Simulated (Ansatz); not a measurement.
Consider the redistribution: `C[Se][GeH2][F]` + `[OH][In]([F])[F]` → `C[Se][In]([F])[F]` + `[OH][GeH2][F]`.

Computed with Ansatz on PBE0-D4/def2-TZVP structures; ΔE is electronic, products minus reactants. CBS: MP2 limit from def2 TZ/QZ plus the TZ coupled-cluster correction, frozen cores. Functionals use def2-TZVPP. Elements past krypton have def2 core potentials. For Ge, In, Se outer-core shells are correlated without core-valence functions, which leaves a few kJ/mol of doubt a bond. Scalar relativity is left out up to krypton. Each species was taken in one conformer, which may not be the lowest.

`C[Se][GeH2][F]`:

```xyz
9

C     0.852    0.995   -0.969
Se   -1.066    0.635   -0.802
Ge   -0.898   -0.992    0.843
F    -0.432   -0.249    2.354
H     0.955    1.712   -1.782
H     1.388    0.082   -1.219
H     1.232    1.429   -0.047
H    -2.270   -1.633    1.076
H     0.240   -1.980    0.546
```

`[OH][In]([F])[F]`:

Cartesian coordinates in Å:
```
O 0.346 -0.399 -1.432
In 0.142 0.145 0.434
F 1.619 0.633 1.562
F -1.603 0.225 1.267
H -0.504 -0.604 -1.832
```

`C[Se][In]([F])[F]`:

```xyz
8

C     0.931    1.218    0.076
Se   -0.587    0.864   -1.121
In   -1.185   -1.345   -0.232
F    -0.166   -2.123    1.228
F    -2.608   -2.532   -0.781
H     1.710    0.473   -0.060
H     1.301    2.197   -0.223
H     0.605    1.249    1.112
```

`[OH][GeH2][F]`:

```xyz
6

O    -0.132   -1.354   -0.213
Ge    0.267    0.339    0.061
F    -0.716    1.291   -1.012
H    -1.024   -1.586    0.055
H    -0.117    0.802    1.472
H     1.723    0.509   -0.364
```

| species | BLYP energy (Eh) |
| --- | --- |
| `C[Se][GeH2][F]` | -4619.68906 |
| `[OH][In]([F])[F]` | -465.78323 |
| `C[Se][In]([F])[F]` | -2831.45225 |
| `[OH][GeH2][F]` | -2254.04689 |

Work out ΔE.

ΔE = (-2831.45225) + (-2254.04689) − (-4619.68906) − (-465.78323) = -0.02685 Eh = -0.73 eV. CCSD(T)/CBS gives -0.74 eV.

Largest T1 diagnostic among the species: 0.018.

In def2-TZVPP, CCSD(T) changes the Hartree–Fock value by +0.14 eV (the triples alone add +0.03 eV) and MP2 by +0.13 eV. From BLYP to BHLYP (50 % exact exchange), in def2-TZVPP and without D4, ΔE moves by −0.11 eV.
